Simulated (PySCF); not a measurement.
C4H3O, charge -1, singlet, geometry from GFN2-xTB; PySCF with R2SCAN/def2-SVP.

Input for PySCF:
```python
from pyscf import gto, scf, dft

mol = gto.Mole()
mol.atom = '''
    O     0.00331424   -0.00072523    1.15085558
    C    -0.00480857    1.10916172    0.26448605
    C     0.00618756   -1.05863609    0.30308132
    C    -0.00715679    0.81484723   -1.06555540
    C     0.00039392   -0.64547339   -0.98975849
    H    -0.00807905    2.06158188    0.79005941
    H     0.01244746   -2.04160206    0.76339482
    H     0.00142101   -1.33357490   -1.83381975
'''
mol.basis = 'def2-svp'
mol.charge = -1
mol.verbose = 4
mol.symmetry = True
mol.build()

mf = dft.RKS(mol)
mf.xc = 'r2scan'
mf.irrep_nelec = {"A'": 32, 'A"': 4}
mf.kernel()
mf.analyze()
```

It wrote (shortened):

```
PySCF version 2.14.0

[INPUT] verbose = 4
[INPUT] num. atoms = 8
[INPUT] num. electrons = 36
[INPUT] charge = -1
[INPUT] spin (= nelec alpha-beta = 2S) = 0
[INPUT] symmetry True subgroup None
[INPUT] Mole.unit = angstrom
[INPUT] Symbol           X                Y                Z      unit          X                Y                Z       unit  Magmom
[...]
nuclear repulsion = 150.781885698735
point group symmetry = Cs
symmetry origin: [ 3.23953050e-09 -5.39921766e-09 -6.34413157e-17]
symmetry axis x: [ 0.0045676  -0.37966117  0.92511433]
symmetry axis y: [-0.00355304  0.92511198  0.37967775]
symmetry axis z: [ 0.99998326  0.00502119 -0.00287659]
num. orbitals of irrep A' = 62
num. orbitals of irrep A" = 23
number of shells = 39
number of NR pGTOs = 141
number of NR cGTOs = 85
basis = def2-svp
ecp = {}

******** <class 'pyscf.dft.rks_symm.SymAdaptedRKS'> ********
method = SymAdaptedRKS
initial guess = minao
damping factor = 0
level_shift factor = 0
DIIS = <class 'pyscf.scf.diis.CDIIS'>
diis_start_cycle = 1
diis_space = 8
diis_damp = 0
SCF conv_tol = 1e-09
SCF conv_tol_grad = None
SCF max_cycles = 50
direct_scf = True
direct_scf_tol = 1e-13
XC library pyscf.dft.libxc version 7.1.2
    S. Lehtola, C. Steigemann, M. J. T. Oliveira, and M. A. L. Marques,  SoftwareX 7, 1–5 (2018)
XC functionals = r2scan
    J. W. Furness, A. D. Kaplan, J. Ning, J. P. Perdew, and J. Sun,  J. Phys. Chem. Lett. 11, 8208–8215 (2020)
    J. W. Furness, A. D. Kaplan, J. Ning, J. P. Perdew, and J. Sun,  J. Phys. Chem. Lett. 11, 9248–9248 (2020)
    J. W. Furness, A. D. Kaplan, J. Ning, J. P. Perdew, and J. Sun,  J. Phys. Chem. Lett. 11, 8208–8215 (2020)
    J. W. Furness, A. D. Kaplan, J. Ning, J. P. Perdew, and J. Sun,  J. Phys. Chem. Lett. 11, 9248–9248 (2020)
radial grids:
    Treutler-Ahlrichs [JCP 102, 346 (1995); DOI:10.1063/1.469408] (M4) radial grids

becke partition: Becke, JCP 88, 2547 (1988); DOI:10.1063/1.454033
pruning grids: <function nwchem_prune>
grids dens level: 3
symmetrized grids: True
atomic radii adjust function: <function treutler_atomic_radii_adjust>
small_rho_cutoff = 0
Freeze 36 electrons in irreps ["A'", 'A"']
    0 free electrons in irreps
Set gradient conv threshold to 3.16228e-05
Initial guess from minao.
tot grids = 99984
init E= -229.656119740616
HOMO (A') = 0.0628609785749168  LUMO (A") = -0.267697265029309  gap/eV = -8.99495

WARN: A' HOMO 0.0628609785749168 > system LUMO -0.267697265029309

WARN: A" LUMO -0.267697265029309 < system HOMO 0.0628609785749168

cycle= 1 E= -228.353297481464  delta_E=  1.3  |g|= 0.692  |ddm|= 11.9
HOMO (A') = 0.148574704214323  LUMO (A") = -0.0734639104081976  gap/eV = -6.04198

WARN: A' HOMO 0.148574704214323 > system LUMO -0.0734639104081976

WARN: A" LUMO -0.0734639104081976 < system HOMO 0.148574704214323

cycle= 2 E= -227.058190613328  delta_E=  1.3  |g|= 1.99  |ddm|= 17.5
HOMO (A') = 0.186330069005292  LUMO (A") = -0.0837475741796596  gap/eV = -7.34919

WARN: A' HOMO 0.186330069005292 > system LUMO -0.0837475741796596

WARN: A" LUMO -0.0837475741796596 < system HOMO 0.186330069005292

cycle= 3 E= -227.988164795586  delta_E= -0.93  |g|= 1.03  |ddm|= 22.1
HOMO (A') = 0.22912365477821  LUMO (A") = -0.0958285793821978  gap/eV = -8.84240

WARN: A' HOMO 0.22912365477821 > system LUMO -0.0958285793821978

WARN: A" LUMO -0.0958285793821978 < system HOMO 0.22912365477821

cycle= 4 E= -228.25085977577  delta_E= -0.263  |g|= 0.709  |ddm|= 21.2
HOMO (A') = 0.216011270491915  LUMO (A") = -0.107574132633145  gap/eV = -8.80521

WARN: A' HOMO 0.216011270491915 > system LUMO -0.107574132633145

WARN: A" LUMO -0.107574132633145 < system HOMO 0.216011270491915

cycle= 5 E= -228.300418720498  delta_E= -0.0496  |g|= 0.621  |ddm|= 19.5
HOMO (A') = 0.217455093704976  LUMO (A") = -0.115670081364497  gap/eV = -9.06480

WARN: A' HOMO 0.217455093704976 > system LUMO -0.115670081364497

WARN: A" LUMO -0.115670081364497 < system HOMO 0.217455093704976

[...]

WARN: A' HOMO 0.205756867788637 > system LUMO -0.120278157160017

WARN: A" LUMO -0.120278157160017 < system HOMO 0.205756867788637

cycle= 17 E= -228.510289593516  delta_E= -0.00263  |g|= 0.0149  |ddm|= 1.86
HOMO (A') = 0.205605197847135  LUMO (A") = -0.120682748769639  gap/eV = -8.87875

WARN: A' HOMO 0.205605197847135 > system LUMO -0.120682748769639

WARN: A" LUMO -0.120682748769639 < system HOMO 0.205605197847135

cycle= 18 E= -228.510272213031  delta_E= 1.74e-05  |g|= 0.0179  |ddm|= 0.728
HOMO (A') = 0.205488996881328  LUMO (A") = -0.120764410666113  gap/eV = -8.87781

WARN: A' HOMO 0.205488996881328 > system LUMO -0.120764410666113

WARN: A" LUMO -0.120764410666113 < system HOMO 0.205488996881328

cycle= 19 E= -228.510436562991  delta_E= -0.000164  |g|= 0.0034  |ddm|= 0.294
HOMO (A') = 0.205537292985836  LUMO (A") = -0.120727079804031  gap/eV = -8.87811

WARN: A' HOMO 0.205537292985836 > system LUMO -0.120727079804031

WARN: A" LUMO -0.120727079804031 < system HOMO 0.205537292985836

cycle= 20 E= -228.510443342348  delta_E= -6.78e-06  |g|= 0.000785  |ddm|= 0.0629
HOMO (A') = 0.205547773440694  LUMO (A") = -0.120693077568224  gap/eV = -8.87747

WARN: A' HOMO 0.205547773440694 > system LUMO -0.120693077568224

WARN: A" LUMO -0.120693077568224 < system HOMO 0.205547773440694

cycle= 21 E= -228.510443564826  delta_E= -2.22e-07  |g|= 0.000503  |ddm|= 0.0206
HOMO (A') = 0.205537999892051  LUMO (A") = -0.120692006362171  gap/eV = -8.87717

WARN: A' HOMO 0.205537999892051 > system LUMO -0.120692006362171

WARN: A" LUMO -0.120692006362171 < system HOMO 0.205537999892051

cycle= 22 E= -228.510443657194  delta_E= -9.24e-08  |g|= 0.000231  |ddm|= 0.0102
HOMO (A') = 0.205532039298107  LUMO (A") = -0.120700334682108  gap/eV = -8.87724

WARN: A' HOMO 0.205532039298107 > system LUMO -0.120700334682108

WARN: A" LUMO -0.120700334682108 < system HOMO 0.205532039298107

cycle= 23 E= -228.510443692892  delta_E= -3.57e-08  |g|= 2.43e-05  |ddm|= 0.00591
HOMO (A') = 0.205532563132508  LUMO (A") = -0.120701245765027  gap/eV = -8.87727

WARN: A' HOMO 0.205532563132508 > system LUMO -0.120701245765027

WARN: A" LUMO -0.120701245765027 < system HOMO 0.205532563132508

cycle= 24 E= -228.510443692439  delta_E= 4.53e-10  |g|= 3.21e-05  |ddm|= 0.00108
HOMO (A') = 0.205532616318543  LUMO (A") = -0.120700840431311  gap/eV = -8.87726

WARN: A' HOMO 0.205532616318543 > system LUMO -0.120700840431311

WARN: A" LUMO -0.120700840431311 < system HOMO 0.205532616318543

cycle= 25 E= -228.510443693064  delta_E= -6.25e-10  |g|= 1.04e-05  |ddm|= 0.000712
HOMO (A') = 0.205532537615618  LUMO (A") = -0.120701483134988  gap/eV = -8.87728

WARN: A' HOMO 0.205532537615618 > system LUMO -0.120701483134988

WARN: A" LUMO -0.120701483134988 < system HOMO 0.205532537615618

Extra cycle  E= -228.510443671607  delta_E= 2.15e-08  |g|= 0.000204  |ddm|= 0.00407
SCF not converged.
SCF energy = -228.510443671607
**** SCF Summaries ****
Total Energy =                        -228.510443671607163
Nuclear Repulsion Energy =             150.781885698734527
One-electron Energy =                 -611.529569686630111
Two-electron Energy =                  232.237240316288421
Two-electron Coulomb Energy =          263.505326690831509
DFT Exchange-Correlation Energy =      -31.268086374543081
HOMO-LUMO gap [eV] =                    -8.877279871501431
Wave-function symmetry = A'
occupancy for each irrep:     A'   A"
                              16    2
**** MO energy ****
[...]
 ** Mulliken pop on meta-lowdin orthogonal AOs  **
 ** Mulliken pop  **
 ** Mulliken atomic charges  **
charge of    0O =     -0.28946
charge of    1C =      0.32351
charge of    2C =      0.33780
charge of    3C =     -0.35933
charge of    4C =     -0.09819
charge of    5H =     -0.32253
charge of    6H =     -0.39754
charge of    7H =     -0.19425

WARN: System has nonzero charge -1; the dipole moment is origin-dependent.
Location of origin: [0. 0. 0.]

Dipole moment(X, Y, Z, Debye): -0.00254,  1.12598,  1.08364
```

The run did not converge; its last values are not results.
